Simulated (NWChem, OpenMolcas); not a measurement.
**GaH2O2F (SMILES [OH][Ga]([OH])[F]): methods side by side**

GaH2O2F has 6 atoms, charge 0, and is taken as a singlet. SMILES: `[OH][Ga]([OH])[F]`. The coordinates come from a PBE0-D4/def2-TZVP relaxation. This is one conformer, not always the lowest.

```xyz
6

O    -0.2972    1.3510   -0.5748
Ga   -0.0682   -0.3424   -0.1176
O     0.7944   -0.8423    1.3353
F    -0.7226   -1.5888   -1.1448
H    -0.7888    1.4590   -1.3928
H     1.1242   -0.1004    1.8485
```

Each level gives the dipole moment (D). The values are calculated.

```tsv
level	kind	program	value (D)
SVWN5/6-31G* (spherical functions)	LDA	NWChem	2.00
PBE/6-31G* (spherical functions)	GGA	OpenMolcas	1.91
revPBE/6-31G* (spherical functions)	GGA	OpenMolcas	1.89
M06-L/6-31G* (spherical functions)	meta-GGA	OpenMolcas	1.98
TPSS/6-31G* (spherical functions)	meta-GGA	OpenMolcas	1.91
r2SCAN/6-31G* (spherical functions)	meta-GGA	OpenMolcas	1.97
B3LYP/6-31G* (spherical functions)	global hybrid	NWChem	1.96
PBE0/6-31G* (spherical functions)	global hybrid	NWChem	1.97
```

All-electron rows without a relativistic Hamiltonian named are non-relativistic. The values span 1.89 to 2.00 D. Magnitudes only.
